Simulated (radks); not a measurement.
The numbers below are computed, except where a source is named.
Q: Species: Yb3+. Configuration: [Xe] 4f13. Code: a radial shooting solver on a logarithmic mesh with Libxc functionals. Model: Dirac Kohn-Sham, PBE, spin-unpolarised, spherical densities, point nucleus; open shells fill j = l - 1/2 first. Some entries of the table are withheld. Estimate them.

orbital,occ.,eigenvalue (hartree),r(max) (bohr)
1s1/2,2,-2249.130,(1)
2s1/2,2,-381.8512,0.07076
2p1/2,2,(2),0.05296
2p3/2,4,(3),0.05939
3s1/2,2,-87.04355,0.1996
3p1/2,2,-79.27694,0.1875
3p3/2,4,-71.11017,0.2008
3d3/2,4,-57.91088,0.1581
3d5/2,6,-56.12706,0.1618
4s1/2,2,-18.12877,0.4554
4p1/2,2,-14.98657,0.4568
4p3/2,4,-13.13418,0.4851
4d3/2,4,-7.97003,0.4857
4d5/2,6,-7.63206,0.4948
5s1/2,2,-3.14592,1.063
5p1/2,2,-2.27152,(4)
5p3/2,4,-2.02701,(5)
4f5/2,6,-1.34801,(6)
4f7/2,7,-1.29669,(7)

A: 
(1) 1s1/2 r(max) (bohr): 0.01236
(2) 2p1/2 eigenvalue (hartree): -364.2280
(3) 2p3/2 eigenvalue (hartree): -325.7488
(4) 5p1/2 r(max) (bohr): 1.153
(5) 5p3/2 r(max) (bohr): 1.238
(6) 4f5/2 r(max) (bohr): 0.4779
(7) 4f7/2 r(max) (bohr): 0.4832
